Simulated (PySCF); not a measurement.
Simulation results for AlBClH$_{4}$N, AlBH$_{3}$N, Al$_{2}$BH$_{5}$N

Calculation on a computer-drawn molecule: the log of a Hartree-Fock and frozen-core CCSD(T) single point meant for a local Hartree-Fock minimum, with one planted fault or none, to be diagnosed. Offsets are logged minus clean, where the clean run is the same molecule without the fault. The reference is restricted for singlets and unrestricted otherwise, and also for a bond in bohr or an excited solution. Adding or removing an electron swaps singlet and doublet. The excited solution moves the top pair (singlet) or top alpha electron (doublet) to the lowest empty orbital. Highest occupied and lowest empty are orbital energies over both spins, largest force is the largest gradient component, triples share is (T) over the correlation energy, the T1 limit is 0.02 restricted and 0.045 unrestricted, electrons count all cores, a negative frequency is imaginary (commonest isotopes), and the dipole is about the centre of nuclear charge. Program: PySCF 2.14.0.

Common to all runs: meant charge 0; meant basis cc-pV(D+d)Z; logged SCF converged yes; logged CC converged yes; logged SCF stable within its kind yes; possible faults no fault, one electron removed, one electron added, multiplicity raised by two, geometry at a saddle point, SCF held on an excited solution, minimal basis STO-3G, one bond length entered in bohr, all coordinates scaled.

(1) AlBClH$_{4}$N

Logged structure:
```xyz
8
AlBClH4N
B     -1.1596    -1.6226     1.5236
N     -0.4330    -0.4341     1.2813
Al    -1.0030     1.1516     0.6787
Cl    -3.0357     1.4458     0.2209
H     -0.5937    -2.6027     1.9332
H     -2.3429    -1.6489     1.3190
H      0.5504    -0.5074     1.4811
H      0.0108     2.3261     0.4904
```

| Item | Value |
| --- | --- |
| meant multiplicity | 1 |
| logged electrons | 46 |
| logged basis functions | 94 |
| logged spin squared | 2.0198 |
| logged highest occupied | -5.4887 eV |
| logged lowest empty | -2.6922 eV |
| logged largest force | 0.051088 hartree/bohr |
| logged T1 diagnostic | 0.026774 |
| logged D1 diagnostic | 0.12114 |
| logged triples share | 0.028861 |
| logged dipole magnitude | 2.6147 debye |
| logged energy HF | -782.79242 hartree |
| logged energy CCSD(T) | -783.30522 hartree |
| planted fault | multiplicity raised by two |
| HF energy offset from clean run | 150.8 kcal/mol |
| CCSD(T) energy offset from clean run | 148.5 kcal/mol |

Drawn bonds:
```tsv
atom	other atom	order
1	2	1
2	3	1
3	4	1
1	5	1
1	6	1
2	7	1
3	8	1
```

(2) AlBH$_{3}$N

Logged structure:
```xyz
6
AlBH3N
B     -2.1167     1.0728     0.1860
N     -1.9938     1.1370    -1.2120
Al    -1.0124    -0.1612    -2.0682
H     -1.5691     0.1623     0.7691
H     -3.2970     2.6042     1.3835
H     -2.4630     1.9074    -1.6564
```

| Quantity | Value |
| --- | --- |
| meant multiplicity | 1 |
| logged electrons | 28 |
| logged basis functions | 66 |
| logged spin squared | 0.6581 |
| logged highest occupied | -8.5039 eV |
| logged lowest empty | 1.0708 eV |
| logged largest force | 0.018322 hartree/bohr |
| logged T1 diagnostic | 0.075382 |
| logged D1 diagnostic | 0.26806 |
| logged triples share | 0.037393 |
| logged dipole magnitude | 2.0949 debye |
| logged energy HF | -322.73026 hartree |
| logged energy CCSD(T) | -323.08026 hartree |
| planted fault | one bond length entered in bohr, row 4 of the drawn bonds |
| HF energy offset from clean run | 75.14 kcal/mol |
| CCSD(T) energy offset from clean run | 73.73 kcal/mol |

Drawn bonds:
```tsv
atom	other atom	order
1	2	1
2	3	1
1	4	1
1	5	1
2	6	1
```

Notes: T1 above single-reference limit.

(3) Al$_{2}$BH$_{5}$N

Logged structure:
```xyz
9
Al2BH5N
B     -2.2333    -0.3030     0.0000
N     -1.3014     0.7479     0.0000
Al     0.4554     0.3321     0.0000
Al     2.8565    -0.2039     0.0000
H     -3.4181    -0.1094     0.0000
H     -1.8080    -1.4377     0.0000
H     -1.6761     1.6791     0.0000
H      3.2720    -1.7255     0.0000
H      3.8530     1.0204     0.0000
```

| Property | Result |
| --- | --- |
| meant multiplicity | 2 |
| logged electrons | 43 |
| logged basis functions | 99 |
| logged spin squared | 0.7618 |
| logged highest occupied | -6.1839 eV |
| logged lowest empty | 0.73737 eV |
| logged largest force | 4.823e-05 hartree/bohr |
| logged lowest frequency | -208.08 cm⁻¹ |
| logged T1 diagnostic | 0.017646 |
| logged D1 diagnostic | 0.057169 |
| logged triples share | 0.029254 |
| logged dipole magnitude | 2.7545 debye |
| logged energy HF | -565.89707 hartree |
| logged energy CCSD(T) | -566.3281 hartree |
| planted fault | geometry at a saddle point |
| HF energy offset from clean run | 9.58 kcal/mol |
| CCSD(T) energy offset from clean run | 5.849 kcal/mol |

Drawn bonds:
```tsv
atom	other atom	order
1	2	1
2	3	1
3	4	1
1	5	1
1	6	1
2	7	1
4	8	1
4	9	1
```

(4) Al$_{2}$BH$_{5}$N

Logged structure:
```xyz
9
Al2BH5N
B      1.9471    -0.4722     0.6458
N      2.1890     0.9019     0.4574
Al     1.1449     2.2972     0.9896
Al    -1.1216     1.9690     2.2736
H      0.9459    -0.8262     1.2211
H      2.7213    -1.3026     0.2433
H      3.0449     1.1043    -0.0305
H     -2.5015     1.9447     1.4900
H     -1.1731     2.0357     3.8584
```

| Quantity | Value |
| --- | --- |
| meant multiplicity | 2 |
| logged electrons | 43 |
| logged basis functions | 99 |
| logged spin squared | 0.79 |
| logged highest occupied | -7.3463 eV |
| logged lowest empty | 0.67488 eV |
| logged largest force | 5.849e-06 hartree/bohr |
| logged lowest frequency | 68.164 cm⁻¹ |
| logged T1 diagnostic | 0.01976 |
| logged D1 diagnostic | 0.06486 |
| logged triples share | 0.028364 |
| logged dipole magnitude | 1.4981 debye |
| logged energy HF | -565.91234 hartree |
| logged energy CCSD(T) | -566.33742 hartree |
| planted fault | no fault |
| HF energy offset from clean run | 0 kcal/mol |
| CCSD(T) energy offset from clean run | 0 kcal/mol |

Drawn bonds:
```tsv
atom	other atom	order
1	2	1
2	3	1
3	4	1
1	5	1
1	6	1
2	7	1
4	8	1
4	9	1
```
